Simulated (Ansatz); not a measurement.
Sn3H4, relaxed as a singlet with RKS PBE-D4/def2-SVP in Ansatz, starting from the GFN1-xTB geometry. Force threshold 0.02 eV/Å.

In the def2 sets Sn takes a core potential; there is no spin–orbit coupling. Another isomer (singlet) lies 0.38 eV lower at PBE0-D4/def2-TZVP; other spin states weren't run for this one.

Start:

| atom | x (Å) | y (Å) | z (Å) |
| --- | --- | --- | --- |
| Sn1 | 0.538 | -1.446 | -0.428 |
| Sn2 | 0.440 | 1.521 | -1.233 |
| Sn3 | 0.649 | 0.940 | 1.597 |
| H4 | -1.065 | 1.321 | 1.272 |
| H5 | -1.220 | -1.344 | -0.602 |
| H6 | 0.440 | -0.127 | -2.026 |
| H7 | 0.218 | -0.866 | 1.419 |

```json
{"step": "1", "energy (eV)": "-17558.7471", "largest force component (eV/Å)": "0.831", "SCF passes": "26"}
{"step": "2", "energy (eV)": "-17558.8333", "largest force component (eV/Å)": "0.541", "SCF passes": "33"}
{"step": "3", "energy (eV)": "-17558.8883", "largest force component (eV/Å)": "0.227", "SCF passes": "28"}
{"step": "4", "energy (eV)": "-17558.9144", "largest force component (eV/Å)": "0.292", "SCF passes": "30"}
{"step": "5", "energy (eV)": "-17558.9455", "largest force component (eV/Å)": "0.150", "SCF passes": "29"}
{"step": "6", "energy (eV)": "-17558.9742", "largest force component (eV/Å)": "0.232", "SCF passes": "29"}
{"step": "7", "energy (eV)": "-17559.0371", "largest force component (eV/Å)": "0.188", "SCF passes": "29"}
{"step": "8", "energy (eV)": "-17559.0709", "largest force component (eV/Å)": "0.140", "SCF passes": "29"}
{"step": "9 (rejected)", "energy (eV)": "-17559.0375", "largest force component (eV/Å)": "0.293", "SCF passes": "32"}
{"step": "10", "energy (eV)": "-17559.0840", "largest force component (eV/Å)": "0.051", "SCF passes": "28"}
{"step": "11", "energy (eV)": "-17559.0851", "largest force component (eV/Å)": "0.050", "SCF passes": "29"}
{"step": "12", "energy (eV)": "-17559.0860", "largest force component (eV/Å)": "0.061", "SCF passes": "27"}
{"step": "13", "energy (eV)": "-17559.0869", "largest force component (eV/Å)": "0.045", "SCF passes": "28"}
{"step": "14", "energy (eV)": "-17559.0871", "largest force component (eV/Å)": "0.016", "SCF passes": "28"}
```

Force components are those of the run's own axes.

End:

```xyz
7

Sn    0.502   -1.601   -0.539
Sn    0.452    1.781   -0.964
Sn    0.609    0.914    1.758
H    -0.896    1.415    0.500
H    -1.295   -1.586   -0.423
H     0.227    0.026   -1.698
H     0.400   -0.950    1.366
```

Bonds formed: Sn2–H4 (atoms count from 1).

No frequencies were taken in this run, so the end may be a saddle point.

Hardware: 4 threads of Arm Neoverse V2 on a shared host. Wall time 14 s.
